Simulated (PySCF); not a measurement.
3-methoxypropanenitrile (C4H7NO), SMILES C(CC#N)OC. Atoms are numbered in the order given.

```xyz
13

C      0.3380     2.7081     0.0000
O     -0.4561     1.5506     0.0000
C      0.2890     0.3669     0.0000
C     -0.7080    -0.7906     0.0000
C     -0.0391    -2.0964     0.0000
N      0.5079    -3.1148     0.0000
H      0.9857     2.7603     0.8973
H      0.9857     2.7603    -0.8973
H     -0.3362     3.5762     0.0000
H      0.9447     0.3030     0.8922
H      0.9447     0.3030    -0.8922
H     -1.3556    -0.7162    -0.8871
H     -1.3556    -0.7162     0.8871
```

Geometry: ωB97X-D3(BJ)/def2-SVP. Other conformers were not sampled.

All values below come from TDDFT-LC-ωPBE/def2-SVPD run with PySCF 2.14.0.

Vertical excitations.  State labels are in the subgroup Cs.

Question: Estimate the UV-visible absorptions. (The exact figures need the calculation; the answer reports its results.)

Answer: 
```json
[
 {"state": "S1", "symmetry": "A\"", "energy (eV)": "7.78", "λ (nm)": "159", "f": "0.000", "main pairs": "HOMO−2→LUMO+4 52 %, HOMO−1→LUMO+3 14 %"},
 {"state": "S2", "symmetry": "A\"", "energy (eV)": "7.93", "λ (nm)": "156", "f": "0.023", "main pairs": "HOMO→LUMO 73 %, HOMO→LUMO+6 17 %"},
 {"state": "S3", "symmetry": "A'", "energy (eV)": "8.23", "λ (nm)": "151", "f": "0.003", "main pairs": "HOMO−2→LUMO+3 31 %, HOMO−1→LUMO+4 30 %, HOMO−2→LUMO+5 13 %, HOMO−3→LUMO+4 8 %"},
 {"state": "S4", "symmetry": "A\"", "energy (eV)": "8.26", "λ (nm)": "150", "f": "0.001", "main pairs": "HOMO−1→LUMO+3 35 %, HOMO−2→LUMO+4 22 %, HOMO−1→LUMO+5 15 %, HOMO−3→LUMO+3 9 %"},
 {"state": "S5", "symmetry": "A\"", "energy (eV)": "9.03", "λ (nm)": "137", "f": "0.001", "main pairs": "HOMO→LUMO+1 49 %, HOMO→LUMO 11 %, HOMO→LUMO+4 11 %, HOMO→LUMO+11 10 %"},
 {"state": "S6", "symmetry": "A\"", "energy (eV)": "9.07", "λ (nm)": "137", "f": "0.032", "main pairs": "HOMO→LUMO+6 52 %, HOMO→LUMO+1 30 %"},
 {"state": "S7", "symmetry": "A'", "energy (eV)": "9.26", "λ (nm)": "134", "f": "0.063", "main pairs": "HOMO→LUMO+3 55 %, HOMO→LUMO+5 41 %"},
 {"state": "S8", "symmetry": "A\"", "energy (eV)": "9.26", "λ (nm)": "134", "f": "0.035", "main pairs": "HOMO→LUMO+2 83 %"},
 {"state": "S9", "symmetry": "A'", "energy (eV)": "9.57", "λ (nm)": "130", "f": "0.009", "main pairs": "HOMO−4→LUMO+4 77 %"},
 {"state": "S10", "symmetry": "A\"", "energy (eV)": "9.62", "λ (nm)": "129", "f": "0.007", "main pairs": "HOMO−2→LUMO+1 45 %, HOMO−2→LUMO 33 %"},
 {"state": "T1", "symmetry": "A'", "energy (eV)": "6.29", "λ (nm)": "197", "f": "0", "main pairs": "HOMO−1→LUMO+4 29 %, HOMO−2→LUMO+3 26 %, HOMO−2→LUMO+5 12 %, HOMO−3→LUMO+4 9 %"},
 {"state": "T2", "symmetry": "A\"", "energy (eV)": "6.90", "λ (nm)": "180", "f": "0", "main pairs": "HOMO−2→LUMO+4 43 %, HOMO−1→LUMO+3 18 %, HOMO−1→LUMO+5 8 %"},
 {"state": "T3", "symmetry": "A'", "energy (eV)": "6.91", "λ (nm)": "179", "f": "0", "main pairs": "HOMO−2→LUMO+3 32 %, HOMO−1→LUMO+4 25 %, HOMO−2→LUMO+5 14 %, HOMO−3→LUMO+4 8 %"},
 {"state": "T4", "symmetry": "A\"", "energy (eV)": "7.63", "λ (nm)": "162", "f": "0", "main pairs": "HOMO→LUMO 60 %, HOMO→LUMO+6 24 %"}
]
```
Triplets are in the Tamm–Dancoff approximation, which puts them higher than full response would, so one can lie above its singlet here.
